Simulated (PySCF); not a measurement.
Al(AsH2)(Me)2 (C2H8AlAs), SMILES [CH3][Al]([CH3])[AsH2].

Geometry: PBE-D3(BJ)/def2-SVP. The structure was generated by enumeration; whether it is a known compound was not checked.

Two levels are set side by side: TDA-PBE/def2-SVPD (PySCF) and TDA-PBE0/def2-SVPD (PySCF). Vertical, same geometry. The lowest singlet is HOMO→LUMO 95 % with PBE and HOMO→LUMO 95 % with the other functional; states are paired by order. Differences are taken from unrounded values.

| quantity | TDA-PBE |
|---|---|
| lowest singlet excitation (eV) | 4.30 |
| lowest triplet excitation (TDA) (eV) | 3.77 |
| first bright state (f over 0.05) (eV) | 4.97 |
| its oscillator strength | 0.11 |

**Question.** These are the TDA-PBE values. What does TDA-PBE0 give? (An estimate is asked for; the answer gives what the named calculation found.)

**Answer.** 
| quantity | TDA-PBE0 | TDA-PBE minus TDA-PBE0 |
|---|---|---|
| lowest singlet excitation (eV) | 4.69 | -0.39 |
| lowest triplet excitation (TDA) (eV) | 4.09 | -0.31 |
| first bright state (f over 0.05) (eV) | 5.46 | -0.49 |
| its oscillator strength | 0.14 | -0.03 |

Functionals without exact exchange tend to place singlet excitations lower, as here. Differences between two approximate levels are no errors against the true value.

Rough cost on one machine, each run with all the roots and properties that it gave: TDA-PBE0 against TDA-PBE about 2 times.
